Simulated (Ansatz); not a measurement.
Geometry optimisation, Ansatz 0.2.0, RKS B3LYP-D4/def2-SVP.

input.yaml

```yaml
crystal:
  periodic: [false, false, false]
  atoms:
    - { symbol: Ga, position_ang: [0.357911, -0.38648, 0.250569] }
    - { symbol: H, position_ang: [-1.533738, 1.546159, -0.587944] }
    - { symbol: O, position_ang: [-0.763128, -1.672161, 0.760823] }
    - { symbol: O, position_ang: [1.201896, 0.617416, 1.453058] }
    - { symbol: H, position_ang: [-1.059685, 1.271583, -1.030355] }
    - { symbol: O, position_ang: [0.663645, -0.121156, -1.547236] }
    - { symbol: H, position_ang: [-0.863181, -1.732172, 1.720474] }
    - { symbol: H, position_ang: [1.809614, 1.25433, 1.054152] }
    - { symbol: H, position_ang: [0.186666, -0.777419, -2.073542] }
basis:
  gaussian: { orbitals: def2-SVP }
hamiltonian:
  xc: b3lyp
  dispersion: d4
relax:
  f_tol: 0.03
  max_steps: 50
```

Command:

```bash
$ ansatz run input.yaml --threads 2 --pin off --max-ram 3072MiB --backend cpu --events-out ev --progress --plain --runs-dir out
```

Question: Where does it end, and by what steps?

Answer: It converged. After 5 steps the energy has fallen by 0.127 eV; H2 moved furthest, 0.22 Å.

```tsv
step	energy less start (eV)	largest force component (eV/Å)	accepted
0	0.0000	1.721	yes
1	-0.1152	0.600	yes
2	-0.1229	0.141	yes
3	-0.1255	0.088	yes
4	-0.1264	0.032	yes
5	-0.1265	0.004	yes
```

```xyz
9
Properties=species:S:1:pos:R:3
Ga 0.407 -0.428 0.240
H -1.708 1.683 -0.589
O -0.741 -1.687 0.761
O 1.237 0.579 1.452
H -1.210 1.396 -1.089
O 0.745 -0.202 -1.499
H -0.850 -1.726 1.720
H 1.854 1.211 1.061
H 0.264 -0.826 -2.058
```

Time of the run: 11 s on 2 threads of Intel(R) Xeon(R) Platinum 8488C (Sapphire Rapids), on a shared host, peak memory 0.24 GiB.
